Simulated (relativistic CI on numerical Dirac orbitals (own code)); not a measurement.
## One change at a time: La

Base calculation: Dirac-Coulomb-Breit CI, orbitals from a KLI potential per configuration, model QED (radiative potential, 1s self-energy scaled to tabulated hydrogen-like ionisation energies), valence Slater integrals scaled by 0.85, P86 correlation energy added to each configuration.

Configurations in the expansion (outside the closed core [Xe]): 5d 6s2, 5d2 6s, 5d3, 5d 6s 6p, 6s2 4f, 6s2 6p, 5d2 6p, 5d 6s 4f, 5d 6s 6d, 5d 6s 6f, 5d2 6d, 5d 6s 6g, 6s2 7p, 5d 6p2, 4f 6p2, 6p3, 6s 4f 6p, 4f2 6p, 4f 6p 6d, 6s 6p2, 6p2 6d. Double excitations out of closed p, d and f shells are left out; levels of such configurations are missing from the list, as are those of other unlisted configurations, and high levels can miss mixing partners. These lack a partner that the ground configuration has and come out too high: 6s2 7p.

Variants: (1) valence Slater integrals scaled by 0.75; (2) self-excluded LDA correlation estimate; (3) Breit term removed; (4) non-relativistic limit. Shifts of the energy above 5d 6s2 2D_3/2, in cm⁻¹, for the lowest level and the first level of each name with at least 55 % of one term (blank where a level changes its place among those of its configuration and J or its character, or is not in the variant):

```csv
Level,Base,Δ(1),Δ(2),Δ(3),Δ(4),Measured
5d 6s2 2D_3/2,0.0,0.0,0.0,0.0,0.0,0.0
5d 6s2 2D_5/2,875.0,+0.9,-12.5,+40.9,-875.0,1053.2
5d2 6s 4F_3/2,2932.8,-295.6,-263.5,+37.9,-4127.9,2668.2
5d2 6s 4F_5/2,3181.5,-295.0,-262.8,+51.7,-4376.6,3010.0
5d2 6s 4F_7/2,3534.3,-295.0,-262.8,+71.1,-4729.4,3494.5
5d2 6s 4F_9/2,3996.4,-295.2,-260.9,+96.2,-5191.4,4121.6
5d2 6s 4P_1/2,7991.0,-770.1,-252.2,+54.3,,7231.4
5d2 6s 4P_3/2,8167.3,-772.5,-253.5,+64.2,,7490.5
5d2 6s 2F_5/2,8225.9,,-243.2,+48.9,-5214.6,7011.9
5d2 6s 4P_5/2,8398.8,,-251.7,+70.9,-4395.4,7679.9
5d2 6s 2F_7/2,9045.7,-683.8,-248.9,+86.2,-6034.4,8052.2
5d2 6s 2P_1/2,9592.9,-566.3,-402.0,+84.8,,9044.2
5d2 6s 2D_5/2,10063.4,-810.5,-217.8,+86.1,-4036.4,9183.8
5d2 6s 2G_9/2,10952.5,-938.3,-317.9,+94.9,-5528.9,9919.8
5d2 6s 2G_7/2,10963.0,-923.5,-320.7,+95.4,-5539.4,9960.9
5d 6s 6p 4F°_3/2,11659.1,-65.8,+345.0,-22.9,-193.8,13260.4
5d3 4F_3/2,12683.6,-222.3,-653.2,+100.0,-9112.4,12430.6
5d3 4F_5/2,12900.8,-227.3,-654.2,+113.8,-9329.6,12787.4
5d 6s 6p 4F°_7/2,13186.2,-136.3,+346.6,+16.7,-1720.9,15019.5
5d3 4F_7/2,13199.7,-236.9,-653.7,+131.8,-9628.4,13238.3
5d3 4F_9/2,13573.5,-252.4,-651.1,+152.5,-10002.3,13747.3
5d 6s 6p 4D°_5/2,13787.4,-184.2,+331.9,+22.5,,15503.6
```

Correlation outside the listed configurations is missing or only estimated: errors of thousands of cm⁻¹ between configurations and terms are usual at this charge. Rates and lifetimes follow the computed energies and can be off by large factors. The fine structure of a lone outer electron comes out too small, for d and f at times inverted, and misplaced configurations move strength between like terms. 48 of the 68 excited levels that our extract of the measured tables holds in this range could be paired (the sources list more); they are missed by 1293 cm⁻¹ on average and 8712 at most, and levels without a partner can miss by more.

Measured levels: NIST Handbook of Basic Atomic Spectroscopic Data (Sansonetti and Martin, J. Phys. Chem. Ref. Data 34, 1559 (2005)).

Ionisation energy from the two ground configurations alone: base 4.827 eV; valence Slater integrals scaled by 0.75 4.88 eV; self-excluded LDA correlation estimate 4.84 eV; Breit term removed 4.839 eV. The NIST ASD value (measured) is 5.5769 eV. The gap of more than 2 % comes from missing correlation.

LS names give the leading component of a level, which can be under half, so a name can repeat, a term be missing and a line seem to break the LS rules.
